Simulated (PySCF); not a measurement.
H₂SSeTe, SMILES S[Te][SeH].

Geometry: PBE0-D3(BJ)/def2-SVP. The def2 effective core potentials stand for the cores of Te; spin–orbit coupling is left out. Other conformers were not sampled.

Method: TDDFT-M06-2X/def2-SVPD (PySCF).

Vertical excitations. 

```
state  energy (eV)  λ (nm)      f                                                                main pairs
-----  -----------  ------  -----  ------------------------------------------------------------------------
S1            3.41     364  0.003                                                            HOMO→LUMO 96 %
S2            3.55     349  0.001                                                          HOMO→LUMO+1 93 %
S3            3.88     320  0.008                                      HOMO−1→LUMO 78 %, HOMO−1→LUMO+1 12 %
S4            4.19     296  0.014                  HOMO−2→LUMO 41 %, HOMO−2→LUMO+1 35 %, HOMO−1→LUMO+1 14 %
S5            4.72     263  0.003                                      HOMO−1→LUMO+1 57 %, HOMO−2→LUMO 35 %
S6            5.41     229  0.132  HOMO−2→LUMO+1 46 %, HOMO−2→LUMO 13 %, HOMO−1→LUMO+1 9 %, HOMO−1→LUMO 8 %
S7            5.58     222  0.052                                      HOMO−1→LUMO+2 49 %, HOMO→LUMO+2 18 %
S8            5.69     218  0.021                                      HOMO→LUMO+2 72 %, HOMO−1→LUMO+2 18 %
S9            6.13     202  0.025                 HOMO−2→LUMO+2 41 %, HOMO−2→LUMO+3 12 %, HOMO−1→LUMO+3 9 %
S10           6.31     196  0.007                                      HOMO→LUMO+3 58 %, HOMO−3→LUMO+1 17 %
T1            2.81     441      0                                                            HOMO→LUMO 95 %
T2            3.05     406      0                                                          HOMO→LUMO+1 92 %
T3            3.45     359      0                                                          HOMO−1→LUMO 85 %
T4            3.74     332      0                  HOMO−2→LUMO 61 %, HOMO−2→LUMO+1 18 %, HOMO−1→LUMO+1 13 %
```
Triplets are in the Tamm–Dancoff approximation, which puts them higher than full response would, so one can lie above its singlet here.
